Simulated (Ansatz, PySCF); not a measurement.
AlBr2 (SMILES [Br][Al+][Br]), charge +1, singlet, geometry from GFN2-xTB (such geometries of metal compounds can be far from the true shape). Base run: R2SCAN/6-31G** (PySCF).

The PySCF input:
```python
from pyscf import gto, scf, dft

mol = gto.Mole()
mol.atom = '''
    Al    0.00000000    0.00000000    0.00000000
    Br   -0.00000000   -0.00000000   -2.20949008
    Br    0.00000000    0.00000000    2.20949008
'''
mol.basis = '6-31g**'
mol.charge = 1
mol.verbose = 4
mol.build()

mf = dft.RKS(mol)
mf.xc = 'r2scan'
mf.kernel()
```

The same geometry, method and basis name were run in Ansatz (an electronic-structure program) and PySCF, at each program's defaults and at the settings that a row names. The base is PySCF at its defaults. Differences at the defaults can come from grids, fitting, cores and function types together.

```json
[
 {"code and settings": "PySCF, defaults (exact integrals, its default grid, spherical functions)", "ΔE vs base (mEh)": "0.000", "basis functions": "82", "E (Eh)": "-5389.84957", "SCF cycles": "9"},
 {"code and settings": "Ansatz, defaults (factorised integrals, its default grid, Cartesian functions)", "ΔE vs base (mEh)": "-16.371", "basis functions": "89", "E (Eh)": "-5389.86594", "SCF cycles": "-"},
 {"code and settings": "PySCF, density fitting with def2-universal-jkfit", "ΔE vs base (mEh)": "-0.046", "basis functions": "82", "E (Eh)": "-5389.84961", "SCF cycles": "9"},
 {"code and settings": "PySCF, fine grid", "ΔE vs base (mEh)": "-0.092", "basis functions": "82", "E (Eh)": "-5389.84966", "SCF cycles": "9"},
 {"code and settings": "Ansatz, high accuracy, Cartesian functions as the basis file defines them", "ΔE vs base (mEh)": "-16.370", "basis functions": "89", "E (Eh)": "-5389.86594", "SCF cycles": "-"}
]
```
